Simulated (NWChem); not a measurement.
System: BNH3 cation

Parts of the log:

```
             Northwest Computational Chemistry Package (NWChem) 7.3.0
             --------------------------------------------------------

                             Geometry "geometry" -> ""
                             -------------------------

 Output coordinates in angstroms (scale by  1.889725989 to convert to a.u.)

  No.       Tag          Charge          X              Y              Z
 ---- ---------------- ---------- -------------- -------------- --------------
    1 B                    5.0000     0.00000000     0.00000000    -0.77584600
    2 N                    7.0000     0.00000000     0.00000000     0.54442300
    3 H                    1.0000     0.00000000     0.00000000    -1.94863500
    4 H                    1.0000     0.00000000     0.85641400     1.10792000
    5 H                    1.0000     0.00000000    -0.85641400     1.10792000

 Effective nuclear repulsion energy (a.u.)      28.1964668421

  xc_inp: hfexch multiplicative factor not found.
                              NWChem Property Module
                              ----------------------

  itol2e modified to match energy
  convergence criterion.

                                 NWChem DFT Module
                                 -----------------

 Summary of "ao basis" -> "ao basis" (spherical)
 ------------------------------------------------------------------------------
       Tag                 Description            Shells   Functions and Types
 ---------------- ------------------------------  ------  ---------------------
 B                           sto-3g                  3        5   2s1p
 N                           sto-3g                  3        5   2s1p
 H                           sto-3g                  1        1   1s

  itol2e modified to match energy
  convergence criterion.

[...]

          -----------------------------------------
          Chemical Shielding Tensors (GIAO, in ppm)
          -----------------------------------------

                                NWChem CPHF Module
                                ------------------

  scftype          =     RHF
  nclosed          =        7
  nopen            =        0
  variables        =       42
  # of vectors     =        3
  tolerance        = 0.10D-03
  level shift      = 0.00D+00
  max iterations   =       50
  max subspace     =       30

 SCF residual:    1.1055211615608021E-005

Iterative solution of linear equations
  No. of variables       42
  No. of equations        3
  Maximum subspace       30
        Iterations       50
       Convergence  1.0D-04

   iter   nsub   residual    time
   ----  ------  --------  ---------
     1      3    1.52D+00       0.4
     2      6    1.48D-01       0.4
     3      9    1.68D-02       0.4
     4     12    2.87D-03       0.5
     5     15    3.45D-04       0.5
     6     18    5.96D-05       0.5

      Atom:    1  B
        Diamagnetic
    190.9570      0.0000      0.0000
      0.0000    197.1122      0.0000
      0.0000      0.0000    205.8302

        Paramagnetic
   -154.7898     -0.0000     -0.0000
     -0.0000   -137.7517     -0.0000
     -0.0000     -0.0000    -42.8219

        Total Shielding Tensor
     36.1672     -0.0000     -0.0000
     -0.0000     59.3606     -0.0000
     -0.0000     -0.0000    163.0083

           isotropic =      86.1787
          anisotropy =     115.2444

          Principal Components and Axis System
                 1           2           3
              163.0083     59.3606     36.1672

      1        -0.0000     -0.0000      1.0000
      2        -0.0000      1.0000     -0.0000
      3         1.0000     -0.0000     -0.0000

      Atom:    2  N
        Diamagnetic
    296.5477      0.0000      0.0000
      0.0000    315.4587     -0.0000
      0.0000     -0.0000    325.8088

        Paramagnetic
    -11.2364      0.0000      0.0000
      0.0000   -135.0665      0.0000
      0.0000      0.0000     -5.6617

        Total Shielding Tensor
    285.3112      0.0000      0.0000
      0.0000    180.3922      0.0000
      0.0000      0.0000    320.1471

           isotropic =     261.9502
          anisotropy =      87.2954

          Principal Components and Axis System
                 1           2           3
              320.1471    285.3112    180.3922

      1         0.0000      1.0000      0.0000
      2         0.0000      0.0000      1.0000
      3         1.0000      0.0000      0.0000

      Atom:    3  H
        Diamagnetic
     22.1885      0.0000      0.0000
      0.0000     23.3454     -0.0000
      0.0000     -0.0000     32.7689

        Paramagnetic
      1.8189     -0.0000      0.0000
     -0.0000      1.0529     -0.0000
      0.0000     -0.0000     -3.3158

        Total Shielding Tensor
     24.0073     -0.0000      0.0000
     -0.0000     24.3982     -0.0000
      0.0000     -0.0000     29.4530

           isotropic =      25.9529
          anisotropy =       5.2502

          Principal Components and Axis System
                 1           2           3
               29.4530     24.3982     24.0073

      1         0.0000     -0.0000      1.0000
      2        -0.0000      1.0000     -0.0000
      3         1.0000     -0.0000      0.0000

      Atom:    4  H
        Diamagnetic
     17.7519      0.0000      0.0000
      0.0000     32.3747      9.3193
      0.0000      9.3193     26.9633

[...]
```

Level: Hartree-Fock/STO-3G, GIAO. STO-3G and 3-21G are far too small for this property and stand as cheap habits. All runs use the structure optimised with B3LYP/6-31G* (spherical d). The printed shielding anisotropy is the first printed principal value minus the mean of the other two.

Problem. Which NWChem input produces such a log?

Solution. Several could match; the one computed here: the input that was run:
```
start job
memory heap 200 mb stack 900 mb global 1100 mb
charge 1
geometry units angstroms noautosym nocenter noautoz
  B      0.000000     0.000000    -0.775846
  N      0.000000     0.000000     0.544423
  H      0.000000     0.000000    -1.948635
  H      0.000000     0.856414     1.107920
  H      0.000000    -0.856414     1.107920
end
basis spherical
  B library sto-3g
  N library sto-3g
  H library sto-3g
end
dft
  xc hfexch
  iterations 150
end
property
  shielding 4 1 2 3 4
end
task dft property
```
